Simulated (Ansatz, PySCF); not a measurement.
AsFH4O2Si, SMILES O[Si](F)(O)[AsH2].

Geometry: ωB97X-D3(BJ)/def2-SVP. The values are those of a single conformer.

Vertical ionisation energy (IE) and electron affinity (EA) in eV. Rows of orbital energies are one-electron estimates. Where ΔSCF, EOM or ADC give a negative EA the extra electron is unbound and the value depends on the basis.

```json
[
 {"level": "−ε(HOMO), −ε(LUMO), CAM-B3LYP/def2-TZVP (PySCF)", "IE": "?", "EA": "?"},
 {"level": "−ε(HOMO), −ε(LUMO), PBE/def2-TZVP (PySCF)", "IE": "6.66", "EA": "0.65"},
 {"level": "ΔSCF, CAM-B3LYP/def2-SVPD (Ansatz), final states of multiplicity 2 and 2", "IE": "10.17", "EA": "-1.01"},
 {"level": "ΔSCF, PBE/def2-SVPD (Ansatz), final states of multiplicity 2 and 2", "IE": "9.83", "EA": "-0.73"}
]
```

Question: Fill in the missing entries. (The exact figures need the calculation; the answer reports its results.)

Answer: 
- −ε(HOMO), −ε(LUMO), CAM-B3LYP/def2-TZVP (PySCF), IE: 9.07
- −ε(HOMO), −ε(LUMO), CAM-B3LYP/def2-TZVP (PySCF), EA: -1.08

Question: What vertical singlet–triplet gap does ΔSCF give with CAM-B3LYP/def2-SVPD (Ansatz, an electronic-structure program) and with PBE/def2-SVPD (Ansatz)? (An estimate is asked for; the answer gives what the named calculation found.)

Answer: 5.97 and 5.68 eV (triplet above singlet where positive).
